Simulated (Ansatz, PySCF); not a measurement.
This singlet lies 0.53 eV below the relaxed triplet at the level frozen-core CCSD(T)/cc-pVTZ // B3LYP-D3(BJ)/def2-TZVP (Ansatz, a quantum-chemistry and plane-wave program); other levels give the other order.

B3LYP has the VWN-RPA correlation part, as in Gaussian. 

```xyz
8

C     -0.3385    -0.9741     0.0042
C     -1.0172     0.1694     0.0057
C      0.3385     0.9741    -0.0035
C      1.0172    -0.1694    -0.0064
H     -0.6035    -2.0205     0.0079
H     -2.0627     0.4380     0.0115
H      0.6035     2.0205    -0.0067
H      2.0627    -0.4380    -0.0127
```

Charge 0, multiplicity 1.

**Question.** Give the Mulliken and meta-Löwdin atomic charges from B3LYP-D3(BJ)/def2-TZVP (PySCF 2.14.0).

**Answer.** 
| atom | Mulliken (e) | meta-Löwdin (e) |
|---|---|---|
| C1 | -0.13 | -0.12 |
| C2 | -0.13 | -0.12 |
| C3 | -0.13 | -0.12 |
| C4 | -0.13 | -0.12 |
| H5 | 0.13 | 0.12 |
| H6 | 0.13 | 0.12 |
| H7 | 0.13 | 0.12 |
| H8 | 0.13 | 0.12 |
